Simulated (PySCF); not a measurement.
CsI, charge -1, doublet, at the geometry of the source list (a state made from the parent by changing its charge; the spin is typed, not shown lowest) (core potentials on Cs, I) (in this run its highest filled SCF level lies above zero, so its values depend strongly on the basis, on diffuse functions most of all); PBE/def2-SVP in PySCF.

PySCF was given this input:
```python
from pyscf import gto, scf, dft

mol = gto.M(
    atom='''
Cs   -1.12140000   -0.79660000   -0.95550000
I     1.12140000    0.79660000    0.95550000
''',
    basis='def2-svp',
    ecp={'Cs': 'def2-svp', 'I': 'def2-svp'},
    charge=-1,
    spin=1,
    verbose=4,
)

mf = dft.UKS(mol)
mf.xc = 'pbe'
mf.grids.atom_grid = (99, 590)
mf.grids.prune = None
mf.kernel()
```

It wrote (shortened):

```
PySCF version 2.14.0

[INPUT] verbose = 4
[INPUT] num. atoms = 2
[INPUT] num. electrons = 35
[INPUT] charge = -1
[INPUT] spin (= nelec alpha-beta = 2S) = 1
[INPUT] symmetry False subgroup None
[INPUT] Mole.unit = angstrom
[INPUT] Symbol           X                Y                Z      unit          X                Y                Z       unit  Magmom
[INPUT]  1 Cs    -1.121400000000  -0.796600000000  -0.955500000000 AA   -2.119138876087  -1.505355830829  -1.805633312022 Bohr   0.0
[INPUT]  2 I      1.121400000000   0.796600000000   0.955500000000 AA    2.119138876087   1.505355830829   1.805633312022 Bohr   0.0

nuclear repulsion = 35.5451436132984
number of shells = 20
number of NR pGTOs = 96
number of NR cGTOs = 50
basis = def2-svp
ecp = {'Cs': 'def2-svp', 'I': 'def2-svp'}

******** <class 'pyscf.dft.uks.UKS'> ********
method = UKS
initial guess = minao
damping factor = 0
level_shift factor = 0
DIIS = <class 'pyscf.scf.diis.CDIIS'>
diis_start_cycle = 1
diis_space = 8
diis_damp = 0
SCF conv_tol = 1e-09
SCF conv_tol_grad = None
SCF max_cycles = 50
direct_scf = True
direct_scf_tol = 1e-13
number electrons alpha = 18  beta = 17
XC library pyscf.dft.libxc version 7.1.2
    S. Lehtola, C. Steigemann, M. J. T. Oliveira, and M. A. L. Marques,  SoftwareX 7, 1–5 (2018)
XC functionals = pbe
    J. P. Perdew, K. Burke, and M. Ernzerhof,  Phys. Rev. Lett. 77, 3865 (1996)
    J. P. Perdew, K. Burke, and M. Ernzerhof,  Phys. Rev. Lett. 78, 1396 (1997)
    J. P. Perdew, K. Burke, and M. Ernzerhof,  Phys. Rev. Lett. 77, 3865 (1996)
    J. P. Perdew, K. Burke, and M. Ernzerhof,  Phys. Rev. Lett. 78, 1396 (1997)
radial grids:
    Treutler-Ahlrichs [JCP 102, 346 (1995); DOI:10.1063/1.469408] (M4) radial grids

becke partition: Becke, JCP 88, 2547 (1988); DOI:10.1063/1.454033
pruning grids: None
grids dens level: 3
symmetrized grids: False
atomic radii adjust function: <function treutler_atomic_radii_adjust>
User specified grid scheme (99, 590)
small_rho_cutoff = 0
Set gradient conv threshold to 3.16228e-05
tot grids = 116824
init E= -283.544329607598

cycle= 1 E= -315.3701295197  delta_E= -31.8  |g|= 2.34  |ddm|= 6.43

cycle= 2 E= -305.961363572594  delta_E= 9.41  |g|= 2.61  |ddm|=   14
cycle= 3 E= -316.877291578556  delta_E= -10.9  |g|= 1.01  |ddm|= 13.8
cycle= 4 E= -317.89374528635  delta_E= -1.02  |g|= 0.176  |ddm|= 4.36
cycle= 5 E= -317.934421961688  delta_E= -0.0407  |g|= 0.138  |ddm|= 1.64
cycle= 6 E= -317.950201615583  delta_E= -0.0158  |g|= 0.0348  |ddm|= 0.362
cycle= 7 E= -317.951666010419  delta_E= -0.00146  |g|= 0.00804  |ddm|= 0.114
cycle= 8 E= -317.951744484127  delta_E= -7.85e-05  |g|= 0.0013  |ddm|= 0.0373
cycle= 9 E= -317.951745659351  delta_E= -1.18e-06  |g|= 0.000667  |ddm|= 0.0113
cycle= 10 E= -317.951746242419  delta_E= -5.83e-07  |g|= 0.000109  |ddm|= 0.00248
cycle= 11 E= -317.951746255273  delta_E= -1.29e-08  |g|= 1.81e-05  |ddm|= 0.000494
cycle= 12 E= -317.951746255584  delta_E= -3.11e-10  |g|= 2.81e-06  |ddm|= 9.58e-05
Extra cycle  E= -317.951746255596  delta_E= -1.23e-11  |g|= 2.12e-06  |ddm|= 2.98e-05
converged SCF energy = -317.951746255596  <S^2> = 0.75005068  2S+1 = 2.0000507
```
